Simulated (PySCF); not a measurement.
Si(Cl)(F)2(SeH) (ClF2HSeSi), SMILES F[Si](F)(Cl)[SeH].

Geometry optimised at r2SCAN-D4/def2-SVP. The structure was generated by enumeration, and PubChem lists no compound with its InChIKey, so it may never have been made. One conformer was computed; it need not be the lowest.

Method: TDDFT-PBE0/def2-SVPD run with PySCF.

Vertical excitations. The molecule is in vacuum.

```json
[
 {"state": "S1", "energy (eV)": "5.45", "λ (nm)": "228", "f": "0.003", "main pairs": "HOMO→LUMO 94 %"},
 {"state": "S2", "energy (eV)": "6.03", "λ (nm)": "206", "f": "0.040", "main pairs": "HOMO→LUMO+1 94 %"},
 {"state": "S3", "energy (eV)": "6.97", "λ (nm)": "178", "f": "0.002", "main pairs": "HOMO→LUMO+2 94 %"},
 {"state": "S4", "energy (eV)": "7.46", "λ (nm)": "166", "f": "0.004", "main pairs": "HOMO→LUMO+4 60 %, HOMO−1→LUMO 35 %"},
 {"state": "S5", "energy (eV)": "7.73", "λ (nm)": "160", "f": "0.007", "main pairs": "HOMO→LUMO+3 92 %"},
 {"state": "S6", "energy (eV)": "7.94", "λ (nm)": "156", "f": "0.039", "main pairs": "HOMO−2→LUMO 28 %, HOMO−1→LUMO 24 %, HOMO−1→LUMO+1 19 %, HOMO→LUMO+4 10 %"},
 {"state": "S7", "energy (eV)": "7.96", "λ (nm)": "156", "f": "0.024", "main pairs": "HOMO−2→LUMO 63 %"},
 {"state": "S8", "energy (eV)": "8.01", "λ (nm)": "155", "f": "0.176", "main pairs": "HOMO−1→LUMO+1 64 %, HOMO−3→LUMO 11 %"},
 {"state": "S9", "energy (eV)": "8.04", "λ (nm)": "154", "f": "0.019", "main pairs": "HOMO→LUMO+5 78 %"},
 {"state": "S10", "energy (eV)": "8.29", "λ (nm)": "150", "f": "0.017", "main pairs": "HOMO→LUMO+6 61 %, HOMO−3→LUMO 15 %, HOMO→LUMO+7 13 %"},
 {"state": "T1", "energy (eV)": "5.00", "λ (nm)": "248", "f": "0", "main pairs": "HOMO→LUMO 92 %"},
 {"state": "T2", "energy (eV)": "5.54", "λ (nm)": "224", "f": "0", "main pairs": "HOMO→LUMO+1 89 %"},
 {"state": "T3", "energy (eV)": "6.59", "λ (nm)": "188", "f": "0", "main pairs": "HOMO−1→LUMO 44 %, HOMO→LUMO+2 31 %, HOMO→LUMO+4 14 %"},
 {"state": "T4", "energy (eV)": "6.76", "λ (nm)": "183", "f": "0", "main pairs": "HOMO→LUMO+2 64 %, HOMO−1→LUMO 29 %"}
]
```
Triplets are in the Tamm–Dancoff approximation, which puts them higher than full response would, so one can lie above its singlet here.
